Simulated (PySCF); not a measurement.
O+ (oxygen, charge +1) across methods

[He] 2s1 2p3 3d1, high-spin 6D determinant (an excited configuration). Calculation: PySCF 2.14, in aug-cc-pVQZ-DK (6s5p4d3f2g, 80 functions); scalar relativity by spin-free X2C-1e.

| method | E (hartree) | mean ε 2s α (eV) | mean ε 2p α (eV) | mean ε 3d α (eV) | Σ⟨r²⟩ (bohr²) | ⟨S²⟩ |
| --- | --- | --- | --- | --- | --- | --- |
| UHF | -73.11705 | -67.754 | -47.666 | -4.461 | 15.61 | 8.750 |
| MN15 | -73.2009 | -54.499 | -39.859 | -2.935 | 15.46 | 8.750 |
| PW91 | -73.2304 | -51.762 | -36.659 | -2.711 | 15.70 | 8.750 |
| r2SCAN | -73.2557 | -53.878 | -37.647 | -2.576 | 15.71 | 8.750 |
| revPBE | -73.2478 | -51.768 | -36.519 | -2.758 | 15.76 | 8.750 |
| PBE0 | -73.1955 | -55.835 | -39.453 | -3.202 | 15.69 | 8.750 |
| BLYP | -73.2239 | -51.230 | -36.155 | -2.517 | 15.75 | 8.750 |
| PBE | -73.1827 | -51.710 | -36.548 | -2.691 | 15.73 | 8.750 |
| LDA | -72.6888 | -51.237 | -36.533 | -2.470 | 15.64 | 8.750 |

The outer electron is Rydberg-like, and this basis confines it to a smaller radius and binds it less than a complete one would.
